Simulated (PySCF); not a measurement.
ClIn, triplet, geometry from GFN2-xTB (such geometries of metal compounds can be far from the true shape) (the spin is typed, not shown lowest) (core potentials on In), with bond 2-1 at 2.4 times its length.

Input for PySCF:
```python
from pyscf import gto, scf, mcscf
import numpy

mol = gto.Mole()
mol.atom = '''
    In   -0.00000000   -0.00000000   -0.63631102
    Cl    0.00000000    0.00000000    5.29261048
'''
mol.basis = 'def2-svp'
mol.ecp = {'In': 'def2-svp'}
mol.spin = 2
mol.verbose = 4
mol.build()

mf = scf.ROHF(mol)
mf.kernel()
mc = mcscf.CASSCF(mf, 5, 4)
mc.fix_spin_(ss=2.0)
mc.kernel()
occ = numpy.linalg.eigvalsh(mc.fcisolver.make_rdm1(mc.ci, mc.ncas, mc.nelecas))[::-1]
ss = mc.fcisolver.spin_square(mc.ci, mc.ncas, mc.nelecas)[0]
print('natural occupations', occ.round(4), ' <S^2>', round(ss, 4))
```

Question: Give the number of basis functions at the level CASSCF(4,5)/def2-SVP (PySCF).

Answer: 44

Question: Estimate the SCF-reference Mulliken (on the basis functions themselves) charges in atom order that CASSCF(4,5)/def2-SVP returns for this input.

Answer: In1 0.00, Cl2 0.00

Question: Give the total energy at the level CASSCF(4,5)/def2-SVP.

Answer: -648.5396 Eh

Question: What nuclear repulsion energy does CASSCF(4,5)/def2-SVP give?

Answer: 31.8635 Eh

Question: What SCF-reference dipole moment does CASSCF(4,5)/def2-SVP give?

Answer: 0.02 D

These values belong to the state on which the SCF converged, which isn't shown to be the lowest.
